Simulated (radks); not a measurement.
The numbers below are computed, except where a source is named.
Task: These are the eigenvalues of the occupied orbitals of an atom or ion with whole-number occupations (eV). Code: a radial shooting solver on a logarithmic mesh with Libxc functionals. Model: scalar-relativistic Kohn-Sham, PBE, spin-polarised, spherical densities, point nucleus.

orbital  eigenvalue
1s down   -67400.42
1s up     -67400.41
2s up     -11603.37
2s down   -11603.28
2p up     -10170.98
2p down   -10170.90
3s up     -2679.792
3s down   -2679.776
3p up     -2253.832
3p down   -2253.812
3d up     -1757.176
3d down   -1757.123
4s up     -568.7894
4s down   -568.7220
4p up     -429.0893
4p down   -429.0282
4d up     -250.3599
4d down   -250.2841
5s up     -101.4322
5s down   -100.4731
5p up      -67.7094
5p down    -66.3976
4f up      -52.9037
4f down    -52.6828
5d up      -29.8564

Which element is it, and in what charge state? The configuration may be excited. Open shells, if any, are filled with parallel spins first.

Result: Z = 73, tantalum, charge +3: Ta3+ in [Xe] 4f14 5d2. The list shows which subshells hold electrons but not how many an open one holds; the 1s level, -2476.9 hartree, gives Z - s = 70.4 by -(Z - s)^2/2, which with screening and relativity narrows Z to a few neighbours, and the depths of the outer levels then fix element, charge and occupations together.
